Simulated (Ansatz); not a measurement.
Born–Oppenheimer molecular dynamics of ClFH$_{4}$OW (8 atoms, charge 0, multiplicity 1). It starts from a relaxed structure.

The calculation used Ansatz 0.2.0, RKS PBE-D4/def2-SVP.

| Quantity | Value |
| --- | --- |
| ensemble | NVE (velocity Verlet) |
| time step | 0.5 fs |
| steps asked | 300 |
| starting velocities drawn for | 3000 K |
| seed | 282256 |

First frame:

```xyz
8
Properties=species:S:1:pos:R:3
W 0.291 -0.395 0.222
O -0.259 -0.160 2.008
H -0.959 0.425 2.357
Cl 2.392 0.424 -0.231
H -0.142 1.233 0.095
H -1.314 -0.031 -0.134
F -0.157 -2.084 -0.505
H -0.091 0.176 -1.315
```

How far do the bonds stretch over the last three quarters of this one trajectory? (Pairs bonded in most of those frames.)


| bond | mean (Å) | spread (Å) | shortest | longest |
| --- | --- | --- | --- | --- |
| W1–O2 | 1.957 | 0.128 | 1.74 | 2.12 |
| W1–Cl4 | 2.322 | 0.055 | 2.23 | 2.41 |
| W1–H5 | 1.712 | 0.056 | 1.60 | 1.80 |
| W1–H6 | 1.720 | 0.079 | 1.57 | 1.88 |
| W1–F7 | 1.918 | 0.053 | 1.83 | 1.99 |
| W1–H8 | 1.713 | 0.051 | 1.62 | 1.81 |
| O2–H3 | 0.999 | 0.059 | 0.91 | 1.09 |

Mean temperature of the second half: 1451 K. The conserved energy stayed within 1 meV per atom of its start (net change 0.28 meV per atom), so the integration is sound. The temperature averaged 0.48 of the 3000 K drawn at the start: a run that starts near a minimum puts about half its kinetic energy into the potential. A run of 0.15 ps of so small a system gives no equilibrium averages.

Run time: 20 min on 2 threads of AMD EPYC (Zen 3), on a shared host, peak memory 0.15 GiB.
